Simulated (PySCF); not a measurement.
C2H10O2Si2, SMILES CC([SiH2]O)[SiH2]O.

The structure is a stationary point at B3LYP-D3(BJ)/def2-SVP. The structure was generated by enumeration, and PubChem lists no compound with its InChIKey, so it may never have been made. One conformer was computed; it need not be the lowest.

Method: PBE0/def2-TZVP run with PySCF.

The molecule is in vacuum.

* **total energy**: -811.36757 hartree
* **highest occupied level**: -7.84 eV
* **lowest empty level**: 0.03 eV
* **orbital gap**: 7.87 eV
* **dipole moment**: 1.87 D
* **quadrupole, principal values (traceless, Buckingham form, about the centre of nuclear charge)**: -11.38, -3.03, 14.41 D·Å
* **mean static polarisability**: 81.2 bohr³ (12.04 Å³)
* **polarisability, principal values**: 73.2, 81.6, 88.9 bohr³
